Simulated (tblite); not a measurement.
Compound: C5H13PS.
Geometry (GFN2-xTB, Å), atoms numbered from 1 in this order:
```
atom  x, y, z in Å
C1     3.5211   -0.2097   -0.8803
S2     1.7614   -0.6308   -0.9904
C3     1.2787   -0.1677    0.7117
P4    -0.4449   -0.6492    1.2104
C5    -1.4172   -0.0087   -0.2617
C6    -1.5247    1.5114   -0.1982
C7    -2.7990   -0.6555   -0.2523
H8     3.6289    0.8462   -0.6460
H9     3.9534   -0.4211   -1.8528
H10    3.9973   -0.8224   -0.1193
H11    1.4007    0.9127    0.8269
H12    1.9660   -0.6705    1.3972
H13   -0.3440   -1.9544    0.7106
H14   -0.8835   -0.3000   -1.1742
H15   -2.0001    1.8209    0.7317
H16   -2.1213    1.8810   -1.0302
H17   -0.5419    1.9755   -0.2555
H18   -3.3882   -0.2980   -1.0949
H19   -2.7203   -1.7392   -0.3227
H20   -3.3275   -0.4098    0.6675
```

All values are computed: GFN2-xTB (tblite) harmonic vibrations without scaling, gas phase. This tight-binding method is rough: wavenumbers can miss measured ones by several per cent, in bad cases by 10 to 20. Modes of hydrogen on phosphorus can be 10 to 20 % off. One conformer, not necessarily the lowest.

Harmonic wavenumbers (cm⁻¹): 30.7, 33.6, 84.2, 138.6, 162.8, 187.9, 196.7, 209.9, 239.7, 298.5, 323.9, 408.5, 639.2, 650.7, 723.5, 732.2, 751.0, 833.6, 895.7, 931.6, 939.8, 946.5, 949.7, 982.4, 1051.7, 1081.1, 1137.4, 1167.7, 1175.1, 1236.8, 1292.8, 1319.5, 1401.9, 1409.5, 1417.5, 1450.0, 1451.4, 1487.6, 1491.9, 1497.2, 1502.6, 2257.3, 2907.0, 2927.7, 2942.1, 3013.2, 3014.2, 3017.0, 3017.4, 3019.5, 3019.7, 3025.2, 3028.3, 3061.4.

A = 3198, B = 866.0, C = 814.1 MHz; mass 136.048 u (most abundant isotopes); point group C1, symmetry number 1.

Q: Zero-point energy?

A: ½Σν̃ = 36556 cm⁻¹ = 437.31 kJ/mol.

Q: Give the ideal-gas entropy at 273.15 K and 1 bar in the rigid-rotor, harmonic-oscillator model (classical rotation).

A: Translation 168.31, rotation 121.69, vibration 136.87: S = 426.9 J/(mol K).

Q: And Cp and H(273.15 K) − H(0)?

A: Cp = 156.20 J/(mol K), of which vibrations give 122.94 (their classical limit is 54 R = 449.0); H(273.15 K) − H(0) = 27.49 kJ/mol without the zero-point energy, 18.40 from vibrations.

Q: What must be added to the electronic energy to get the Gibbs energy at 273.15 K and 1 bar?

A: ZPE + [H(273.15 K) − H(0)] − T·S = 437.31 + 27.49 − 116.60 = 348.20 kJ/mol.

Q: Which modes carry the vibrational entropy at 273.15 K?

A: 30.7 cm⁻¹: 23.47; 33.6 cm⁻¹: 22.72; 84.2 cm⁻¹: 15.14; 138.6 cm⁻¹: 11.11; 162.8 cm⁻¹: 9.84; 187.9 cm⁻¹: 8.73 J/(mol K); the other 48 give 45.85 together.

Q: How do the functions run with temperature in this model?

A: 
```csv
T (K),S (J/(mol K)),Cp (J/(mol K)),H − H(0) (kJ/mol),G − H(0) (kJ/mol),ln q(vib)
100,308.5,89.8,6.16,-24.68,2.83
200,382.9,127.8,17.12,-59.47,6.13
300,442.0,167.2,31.83,-100.78,9.15
500,545.9,242.9,73.14,-199.80,14.76
800,678.3,320.1,158.54,-384.06,22.56
1000,753.6,355.0,226.22,-527.40,27.36
```

q(vib) and H(0) count from the zero-point level.

Q: Blend soft modes into free rotors: weight 1/[1 + (100 cm⁻¹/ν̃)⁴] for the oscillator and the rest for a rotor with moment μB/(μ + B), μ = h/(8π²ν), B = 10⁻⁴⁴ kg m². What vibrational entropy results?

A: 121.45 J/(mol K) in place of 136.87, which changes −T·S at 273.15 K by +4.21 kJ/mol.

Hindered rotation and anharmonicity are outside this model. Other conformers, if any are populated, would add a mixing term that is left out. The structure is chiral; the term R ln 2 for an equal mix with its mirror image is left out.

Hardware: x86-64 server, one thread, shared host. The figure is for the frequency step alone.
